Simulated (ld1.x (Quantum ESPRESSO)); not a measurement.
**tellurium (Te), PAW: configuration errors across variants**

- Element: tellurium
- Generator: ld1.x (Quantum ESPRESSO) 7.5
- Type: PAW
- Functional: LDA (PZ)
- Relativity: scalar-relativistic
- Frozen core: [Ar] 3d10
- Valence charge: 24
- Reference configuration: 4s2 4p6 4d10 5s1.5 5p4.5
- Partial waves: 4s (bound): rcut 1.00, rcutus 1.10 bohr; 5s (bound): rcut 1.00, rcutus 1.10 bohr; 4p (bound): rcut 1.05, rcutus 1.10 bohr; 5p (bound): rcut 1.05, rcutus 1.10 bohr; 4d (bound): rcut 1.10, rcutus 1.15 bohr; 4d channel at -2.05 Ry: rcut 1.10, rcutus 1.15 bohr; 4f channel at 0.2 Ry: rcut 0.85, rcutus 1.05 bohr
- Local potential: all-electron potential smoothed inside 1.00 bohr (lloc = -2)
- Core correction: Bessel-smoothed model core inside 0.80 bohr
- Augmentation charge: PSQ, inside the norm-conserving radii

All-electron excitation energies from the reference (eV): (1) 4s2 4p6 4d10 5s2 5p4 -4.649; (2) 4s2 4p6 4d10 5s2 5p3 5.266; (3) 4s2 4p6 4d10 5s2 5p2 23.440; (4) 4s1 4p6 4d10 5s2 5p4 168.323; (5) 4s2 4p6 4d10 5s1 5p4 15.197; (6) 4s2 4p6 4d9 5s2 5p4 44.664; (7) 4s2 4p6 4d10 5s2 5p3.5 -0.665; (8) 4s2 4p6 4d10 5s1.5 5p4.5 spin -0.499; (9) 4s2 4p6 4d10 5s2 5p4 spin -5.129.

Spin tests fill each open shell by Hund’s rule, majority spin first.

The overlap operator is not positive definite (basis up to 400 Ry) in “base”, “waves 4d (bound): rcut 0.74, rcutus 0.78 bohr; 4d channel at -2.05 Ry: rcut 0.74, rcutus 0.78 bohr”, “waves 4d (bound): rcut 0.82, rcutus 0.86 bohr; 4d channel at -2.05 Ry: rcut 0.82, rcutus 0.86 bohr”, “waves 4d (bound): rcut 1.02, rcutus 1.08 bohr; 4d channel at -2.05 Ry: rcut 1.02, rcutus 1.08 bohr”, “waves 4d (bound): rcut 1.10, rcutus 1.26 bohr; 4d channel at -2.05 Ry: rcut 1.10, rcutus 1.26 bohr”. Such files are unfit for use, however small their errors in these radial tests.

3 further variants failed, have other tests or too few solved ones, and are left out.

Errors AE − PS in meV (a dash: test not solved or not reliable):

| change | (1) | (2) | (3) | (4) | (5) | (6) | (7) | (8) | (9) | bound ghosts |
| --- | --- | --- | --- | --- | --- | --- | --- | --- | --- | --- |
| base | -0.2 | -2.1 | -6.3 | -103 | -2.1 | -33 | -1.0 | +0.1 | -0.2 | not determined (overlap not positive) |
| waves 4d (bound): rcut 0.74, rcutus 0.78 bohr; 4d channel at -2.05 Ry: rcut 0.74, rcutus 0.78 bohr | -0.3 | – | -6.4 | -96 | -2.1 | -25 | -0.9 | +0.1 | -0.1 | not determined (overlap not positive) |
| waves 4d (bound): rcut 0.82, rcutus 0.86 bohr; 4d channel at -2.05 Ry: rcut 0.82, rcutus 0.86 bohr | -0.3 | -2.2 | -6.5 | -97 | -2.2 | -27 | -1.0 | +0.1 | -0.2 | not determined (overlap not positive) |
| waves 4d (bound): rcut 1.02, rcutus 1.08 bohr; 4d channel at -2.05 Ry: rcut 1.02, rcutus 1.08 bohr | -0.2 | -2.1 | -6.3 | -101 | -2.1 | -30 | -1.0 | +0.2 | -0.1 | not determined (overlap not positive) |
| waves 4d (bound): rcut 1.10, rcutus 1.26 bohr; 4d channel at -2.05 Ry: rcut 1.10, rcutus 1.26 bohr | -0.2 | -1.9 | -5.9 | -127 | -2.0 | – | – | – | – | not determined (overlap not positive) |

Q: Give the same row for: waves 4d (bound): rcut 1.08, rcutus 1.14 bohr; 4d channel at -2.05 Ry: rcut 1.08, rcutus 1.14 bohr.

A: -0.2, -2.1, -6.4, –, -2.1, -34, -1.0, +0.1, -0.2; bound ghosts: not determined (overlap not positive). Its overlap operator is not positive definite in a basis up to 400 Ry (lowest eigenvalue p -211.79), so the file is unfit for use: the generalised eigenproblem breaks down once the basis is large enough, and its test numbers describe a broken file.
